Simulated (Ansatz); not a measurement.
Reaction (ligand exchange at a Ga–Br bond): `[F][Ga]([SH])[Br]` + CH₃OH → `C[O][Ga]([F])[SH]` + HBr

Calculated with Ansatz (gas phase, PBE0-D4/def2-TZVP geometries, no zero-point term in ΔE). CCSD(T)/CBS adds triple-zeta CCSD(T) − MP2 to the extrapolated MP2 energy (def2 sets, frozen cores). This one scheme is used for every species. DFT in def2-TZVPP. For Br, Ga outer-core shells are correlated without core-valence functions, which leaves a few kJ/mol of doubt a bond. Scalar relativity is left out up to krypton. One conformer a species, not always the lowest.

CCSD(T)/CBS gives +16.8 kcal/mol.

Problem. Another level gave +16.2 kcal/mol. Which?
A. RPA@PBE/def2-TZVPP
B. BHLYP/def2-TZVPP
C. CAM-B3LYP/def2-TZVPP
D. PBE-D4/def2-TZVPP

Solution. C. CAM-B3LYP 16.2, BHLYP 18.4, RPA@PBE/def2-TZVPP 14.7, PBE-D4 17.4 kcal/mol.

Largest T1 diagnostic among the species: 0.014.

From PBE to PBE0 (25 % exact exchange), in def2-TZVPP and without D4, ΔE moves by +1.4 kcal/mol. At CCSD(T), def2-SVP lies −2.7 kcal/mol from the extrapolated value and def2-TZVPP −0.9 kcal/mol.

CCSD(T)/CBS has its own doubt, a few kJ/mol and more with outer-core shells, so smaller differences from it don't rank the levels.
